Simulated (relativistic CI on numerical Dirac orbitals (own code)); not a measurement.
**What each ingredient does to the levels of Sb36+**

Base calculation: Dirac-Coulomb-Breit CI, separate exchange-only KLI orbitals for each configuration, model QED, unscaled Slater integrals.

Configurations in the expansion (outside the closed core [Ne]): 3s2.3p3, 3s.3p4, 3s2.3p2.3d, 3p5, 3s.3p3.3d, 3p4.3d, 3s.3p2.3d2, 3s2.3p.3d.4p, 3p4.4s, 3s.3p2.3d.4s, 3p4.4p, 3s2.3p2.4s, 3s2.3p2.4p, 3p3.3d.4p, 3s2.3p2.4d, 3s.3p3.4s, 3s2.3p2.4f, 3s.3p3.4p, 3s.3p3.4d, 3s.3p3.4f, 3s2.3p2.5s, 3s2.3p2.5p, 3s2.3p.4s.4p, 3s2.3p2.5d, 3s2.3p2.5f, 3s2.3p2.5g, 3s.3p2.4s2, 3s.3p3.5s, 3s2.3p.3d2, 3s2.3d3, 3s.3p.3d3, 3s2.3d2.4s, 3s2.3d2.4p, 3s2.3d2.4d, 3p3.3d2, 3p2.3d3, 3p2.3d2.4s, 3p2.3d2.4p, 3p2.3d2.4d, 3s2.3p.3d.4s, 3s.3p.3d2.4s, 3s2.3d.4s2, 3s2.3d.4s.4p, 3s2.3d.4s.4d, 3s.3p2.3d.4p, 3s.3p.3d2.4p, 3s.3p.3d.4s.4p, 3s.3p.3d.4p2, 3s.3p.3d.4p.4d, 3p3.3d.4s, 3p2.3d.4s2, 3p2.3d.4s.4p, 3p2.3d.4s.4d, 3s2.3p.4s2, 3s.3p.3d.4s2, 3s2.4s2.4p, 3s2.4s2.4d, 3s2.3p.4p2, 3s2.3d.4p2, 3s2.4s.4p2, 3s2.4p3, 3s2.4p2.4d, 3s.3p2.4s.4p, 3s.3p.4s2.4p, 3s.3p.4s.4p2, 3s.3p.4s.4p.4d. Double excitations out of closed p, d and f shells are left out; levels of such configurations are missing from the list, as are those of other unlisted configurations, and high levels can miss mixing partners. These lack a partner that the ground configuration has and come out too high: 3s2.3p2.4f, 3s.3p3.4d, 3s.3p3.4f, 3s2.3p2.5s, 3s2.3p2.5p.

Variants: (1) P86 correlation estimate; (2) configuration mixing switched off; (3) one mean potential for all configurations. Shifts of the energy above 3s2.3p3 2P°_3/2, in cm⁻¹, for the lowest level and the first level of each name with at least 55 % of one term (blank where a level changes its place among those of its configuration and J or its character, or is not in the variant):

```json
{"Level": "3s2.3p3 2P°_3/2", "Base": "0", "Δ(1)": "0", "Δ(2)": "0", "Δ(3)": "0"}
{"Level": "3s2.3p3 2D°_5/2", "Base": "488851", "Δ(1)": "+11", "Δ(2)": "+2965", "Δ(3)": "+41"}
{"Level": "3s2.3p3 2P°_1/2", "Base": "565598", "Δ(1)": "+20", "Δ(2)": "+10092", "Δ(3)": "+46"}
{"Level": "3s.3p4 4P_5/2", "Base": "1175130", "Δ(1)": "+2003", "Δ(2)": "+65931", "Δ(3)": "+374"}
{"Level": "3s2.3p2.3d 4D_1/2", "Base": "1570141", "Δ(1)": "+2192", "Δ(2)": "+323", "Δ(3)": "-209"}
{"Level": "3s.3p3.3d 6D°_1/2", "Base": "2325606", "Δ(1)": "+3945", "Δ(2)": "-28005", "Δ(3)": "+466"}
{"Level": "3s.3p3.3d 6D°_9/2", "Base": "2425300", "Δ(1)": "+3951", "Δ(2)": "-35078", "Δ(3)": "+417"}
```

At this charge energies of transitions that change n are usually good to better than 1 %, and those within a shell (Δn = 0) to a few per cent.

Ionisation energy from the two ground configurations alone: base 2427.74 eV; P86 correlation estimate 2429.47 eV. The NIST ASD value (theoretical) is 2428 eV.

LS names give the leading component of a level, which can be under half, so a name can repeat, a term be missing and a line seem to break the LS rules.
